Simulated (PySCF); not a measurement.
C3H9NSi2, SMILES N#CCC[SiH2][SiH3]. Coordinates come from a PBE-D3(BJ)/def2-SVP optimisation. This is a generated structure with no PubChem entry under its InChIKey; it may be hypothetical. One conformer was computed; it need not be the lowest.

Problem. Give the equilibrium geometry at PBE-D3(BJ)/def2-SVP (PySCF confirms it by a frequency run) as Cartesian coordinates in Å. (The exact figures need the calculation; the answer reports its results.)

Solution. One answer among several that fit: 
```xyz
15

N     -2.5975     0.7520    -1.3445
C     -2.0178    -0.1603    -0.8933
C     -1.2774    -1.2779    -0.3034
C     -0.6697    -0.9531     1.0783
Si     0.5324     0.5378     1.1219
Si     2.1473     0.3336    -0.5797
H     -0.4807    -1.5709    -1.0220
H     -1.9653    -2.1487    -0.2372
H     -1.4788    -0.7635     1.8149
H     -0.1173    -1.8456     1.4396
H     -0.2243     1.8267     0.9512
H      1.2074     0.5526     2.4688
H      2.8807    -0.9762    -0.4374
H      1.4861     0.3540    -1.9333
H      3.1476     1.4555    -0.5139
```
Charge 0, spin multiplicity 1.
